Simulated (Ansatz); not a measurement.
Consider the cleavage of the Si–Si bond: `F[SiH](F)[Si](F)(F)F` + H₂Se → `F[Si](F)(F)[SeH]` + `F[SiH2]F`.

Calculated with Ansatz (gas phase, PBE0-D4/def2-TZVP geometries, no zero-point term in ΔE). CBS: MP2 limit from def2 TZ/QZ plus the TZ coupled-cluster correction, frozen cores. This one scheme is used for every species. Functionals use def2-TZVPP. HSE06 is defined as in plane-wave codes. For Se outer-core shells are correlated without core-valence functions, which leaves a few kJ/mol of doubt a bond. Scalar relativity is left out up to krypton. One conformer a species, not always the lowest.

| level | ΔE (kJ/mol) |
| --- | --- |
| BLYP-D4 | -71.4 |
| r2SCAN-D4 | -83.9 |
| B2PLYP | -84.6 |
| HSE06 | -79.2 |
| HF/def2-SVP | -87.7 |
| CCSD(T)/def2-TZVPP | -85.5 |
| SCS-MP2/def2-QZVPP | -93.1 |
| CCSD/CBS(def2) | -88.4 |

Q: What does CCSD(T)/CBS give? (Best estimate.)

A: The calculation gave: -88.3 kJ/mol. The listed levels differ from it by 16.9, 4.4, 3.7, 9.1, 0.6, 2.8, -4.8, -0.1 kJ/mol.

Q: What do rigid-rotor, harmonic-oscillator terms from PBE0-D4/def2-TZVP frequencies (298.15 K, 1 bar) make of the CCSD(T)/CBS value? (Best estimate.)

A: Computed: ΔZPE = +5.5 kJ/mol, ΔH = -86.1 kJ/mol, ΔS = -5 J/(mol·K), ΔG = -84.7 kJ/mol. Modes under 50 cm⁻¹ make the entropy rough.

Largest T1 diagnostic among the species: 0.013.

From PBE to PBE0 (25 % exact exchange), in def2-TZVPP and without D4, ΔE moves by −7.0 kJ/mol. Leaving LDA and LC-ωPBE aside and taking each functional with its dispersion term where it has one, the values, not all of them listed here, spread over 17.4 kJ/mol, from PBE-QIDH to revPBE-D4. At CCSD(T), def2-SVP lies +4.6 kJ/mol from the extrapolated value and def2-TZVPP +2.8 kJ/mol.
